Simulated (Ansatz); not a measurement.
GaH2(vinyl) (C₂H₅Ga). Total charge 0; singlet. Geometry B3LYP-D4/def2-TZVP.

```tsv
atom	x (Å)	y (Å)	z (Å)
Ga1	0.138	-0.860	1.225
H2	0.573	-0.719	2.727
H3	-0.327	-2.241	0.633
C4	0.148	0.672	0.002
C5	-0.221	0.538	-1.274
H6	0.455	1.659	0.341
H7	-0.539	-0.417	-1.681
H8	-0.225	1.369	-1.975
```

The 6-31G sets use Cartesian d functions. LC-ωPBE has ω = 0.4 bohr⁻¹.

Estimate the orbital energies around the gap (eV) in Ansatz with HF/6-31G, HF/def2-TZVP, PBE-D4/def2-SVP, revPBE-D4/def2-TZVP, LC-ωPBE/def2-TZVP.


```json
{"orbital": "HOMO−9", "HF/6-31G": "-31.67", "HF/def2-TZVP": "-32.21", "PBE-D4/def2-SVP": "-19.64", "revPBE-D4/def2-TZVP": "-19.50", "LC-ωPBE/def2-TZVP": "-25.25"}
{"orbital": "HOMO−8", "HF/6-31G": "-31.64", "HF/def2-TZVP": "-32.18", "PBE-D4/def2-SVP": "-19.56", "revPBE-D4/def2-TZVP": "-19.39", "LC-ωPBE/def2-TZVP": "-25.11"}
{"orbital": "HOMO−7", "HF/6-31G": "-28.01", "HF/def2-TZVP": "-27.92", "PBE-D4/def2-SVP": "-18.45", "revPBE-D4/def2-TZVP": "-18.63", "LC-ωPBE/def2-TZVP": "-24.42"}
{"orbital": "HOMO−6", "HF/6-31G": "-20.96", "HF/def2-TZVP": "-21.03", "PBE-D4/def2-SVP": "-13.77", "revPBE-D4/def2-TZVP": "-13.94", "LC-ωPBE/def2-TZVP": "-19.13"}
{"orbital": "HOMO−5", "HF/6-31G": "-17.31", "HF/def2-TZVP": "-17.32", "PBE-D4/def2-SVP": "-11.49", "revPBE-D4/def2-TZVP": "-11.50", "LC-ωPBE/def2-TZVP": "-16.42"}
{"orbital": "HOMO−4", "HF/6-31G": "-15.95", "HF/def2-TZVP": "-15.99", "PBE-D4/def2-SVP": "-10.49", "revPBE-D4/def2-TZVP": "-10.49", "LC-ωPBE/def2-TZVP": "-15.18"}
{"orbital": "HOMO−3", "HF/6-31G": "-14.57", "HF/def2-TZVP": "-14.65", "PBE-D4/def2-SVP": "-9.37", "revPBE-D4/def2-TZVP": "-9.40", "LC-ωPBE/def2-TZVP": "-13.87"}
{"orbital": "HOMO−2", "HF/6-31G": "-11.42", "HF/def2-TZVP": "-11.49", "PBE-D4/def2-SVP": "-7.07", "revPBE-D4/def2-TZVP": "-7.10", "LC-ωPBE/def2-TZVP": "-11.21"}
{"orbital": "HOMO−1", "HF/6-31G": "-10.93", "HF/def2-TZVP": "-11.09", "PBE-D4/def2-SVP": "-7.00", "revPBE-D4/def2-TZVP": "-6.98", "LC-ωPBE/def2-TZVP": "-10.86"}
{"orbital": "HOMO", "HF/6-31G": "-10.27", "HF/def2-TZVP": "-10.36", "PBE-D4/def2-SVP": "-6.72", "revPBE-D4/def2-TZVP": "-6.73", "LC-ωPBE/def2-TZVP": "-10.72"}
{"orbital": "LUMO", "HF/6-31G": "1.12", "HF/def2-TZVP": "1.19", "PBE-D4/def2-SVP": "-2.53", "revPBE-D4/def2-TZVP": "-2.48", "LC-ωPBE/def2-TZVP": "0.35"}
{"orbital": "LUMO+1", "HF/6-31G": "3.70", "HF/def2-TZVP": "3.66", "PBE-D4/def2-SVP": "-0.36", "revPBE-D4/def2-TZVP": "-0.48", "LC-ωPBE/def2-TZVP": "2.79"}
{"orbital": "LUMO+2", "HF/6-31G": "4.13", "HF/def2-TZVP": "4.03", "PBE-D4/def2-SVP": "0.71", "revPBE-D4/def2-TZVP": "0.51", "LC-ωPBE/def2-TZVP": "3.28"}
{"orbital": "LUMO+3", "HF/6-31G": "4.48", "HF/def2-TZVP": "4.61", "PBE-D4/def2-SVP": "1.22", "revPBE-D4/def2-TZVP": "0.94", "LC-ωPBE/def2-TZVP": "3.78"}
{"orbital": "LUMO+4", "HF/6-31G": "4.66", "HF/def2-TZVP": "4.74", "PBE-D4/def2-SVP": "1.82", "revPBE-D4/def2-TZVP": "1.55", "LC-ωPBE/def2-TZVP": "4.31"}
{"orbital": "LUMO+5", "HF/6-31G": "6.40", "HF/def2-TZVP": "5.01", "PBE-D4/def2-SVP": "2.07", "revPBE-D4/def2-TZVP": "1.66", "LC-ωPBE/def2-TZVP": "4.46"}
```
